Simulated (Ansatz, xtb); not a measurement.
## Ranking isomers of C5H7NO2

4 gas-phase structures of C5H7NO2, from a drawn sample of its isomers (lower ones may exist). Each was relaxed with GFN2-xTB; where two conformers were screened, the lower at r2SCAN-D4/def2-SVP is listed:

A. `COc1ccn(O)c1`, a singlet
B. `COn1ccc(O)c1`, a singlet
C. `COc1cccn1O`, a singlet
D. `COc1cc(O)c[nH]1`, a singlet

Q: Make a reasoned guess at their ranking by r2SCAN-D4/def2-SVP single-point energy.

A: Calculated order at r2SCAN-D4/def2-SVP: D (0.0), B (161.3), C (163.1), A (167.2) kJ/mol. Less than 1 kcal/mol parts B and C; C and A, so the order within those pairs means little.

Energies above the lowest of each column, in kJ/mol; the last columns are at PBE0-D3(BJ)/def2-SVP geometries and were run for some of them only (a dash: not run or not comparable):

| structure | GFN2-xTB | HF/STO-3G | r2SCAN-D4/def2-SVP | PBE0-D3(BJ)/def2-SVP | CCSD(T)/def2-SVP + ΔMP2/def2-TZVPP |
| --- | --- | --- | --- | --- | --- |
| D | 0.0 | 0.0 | 0.0 | 0.0 | 0.0 |
| B | 122.2 | 101.2 | 161.3 | 160.3 | 157.2 |
| C | 124.6 | 103.4 | 163.1 | 157.6 | 157.0 |
| A | 134.6 | 113.8 | 167.2 | – | – |

Every level run on D puts it lowest or level with the lowest. CCSD(T)/def2-SVP + ΔMP2/def2-TZVPP orders those it was run on as D (0.0), C (157.0), B (157.2) kJ/mol. Less than 1 kcal/mol parts C and B, so the order within that pair means little. Flexible structures stand in one conformer each, not always the lowest. Frequencies (GFN2-xTB) were run for B, D alone. ΔMP2 is the change of the MP2 energy from the smaller to the larger basis.

Over these structures GFN2-xTB departs from r2SCAN-D4/def2-SVP by 13.8 kJ/mol on average once a common shift is removed. A GFN2-xTB relaxation took about 0.085 s and the r2SCAN-D4/def2-SVP energy about 3 s on a shared host (Ansatz 0.2.0, xtb 6.7.1).
